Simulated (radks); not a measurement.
Valence configurations of Ge3+ (all share [Ar]). All-electron calculation, scalar-relativistic Kohn-Sham, SCAN, spin-unpolarised, spherical densities, finite nucleus; meta-GGA in the generalised Kohn-Sham scheme; Fermi nuclear charge, rms radius 4.0742 fm. Program: a radial shooting solver on a logarithmic mesh with Libxc functionals. Energies are relative to 3d10 4s1; eigenvalues in eV.

| valence | E (eV) | e(3d) | e(4p) | e(4s) |
|---|---|---|---|---|
| 3d10 4s1 | 0.000 | -63.820 | - | -40.372 |
| 3d8 4s1 4p2 | 84.450 | -86.806 | -35.890 | -48.001 |
| 3d7 4s2 4p2 | 127.00 | -97.626 | -38.159 | -51.154 |
| 3d7 4s1 4p3 | 139.96 | -98.962 | -38.754 | -51.695 |
| 3d10 4p1 | 10.594 | -65.363 | -30.419 | - |
| 3d6 4s2 4p3 | 191.36 | -110.28 | -40.930 | -54.612 |
| 3d9 4s1 4p1 | 38.036 | -75.060 | -33.036 | -44.495 |
| 3d10 4s0.5 4p0.5 | 5.325 | -64.598 | -30.026 | -40.590 |
| 3d9 4s0.5 4p1.5 | 43.753 | -75.794 | -33.395 | -44.799 |

NIST lists [Ar] 3d10 4s1 as the ground configuration; this level of theory agrees among the configurations tried. The energies are those of spherical spin-averaged densities, not of single terms. No valid solution was reached for [Ar] 3d9 4s2.
